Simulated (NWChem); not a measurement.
System: GaNH3OCl; SMILES [NH2][Ga]([OH])[Cl]

The following NWChem deck was run.

```
start job
memory heap 200 mb stack 900 mb global 1100 mb
geometry units angstroms noautoz
  Ga     0.068505    -0.377369    -0.030425
  Cl    -0.131561     1.761523    -0.004703
  O      1.689204    -1.092844     0.054680
  H      2.397048    -0.442168     0.097110
  N     -1.384525    -1.420240    -0.114815
  H     -1.338038    -2.428844    -0.174324
  H     -2.323831    -1.057175    -0.203744
end
basis spherical
  * library def2-tzvp
end
dft
  xc xtpss03 ctpss03
  iterations 150
  mulliken
end
task dft energy
```

Structure relaxed at the PBE0/def2-SVP level.

**Question.** Give the results of this calculation. (TPSS/def2-TZVP.) Quantities: basis functions; energy (Ha); highest occupied level (eV); orbital gap (eV); dipole (D).

**Answer.** number of basis functions: 165
energy (Ha): -2517.04
highest occupied level (eV): -6.38
orbital gap (eV): 4.93
dipole (D): 1.30
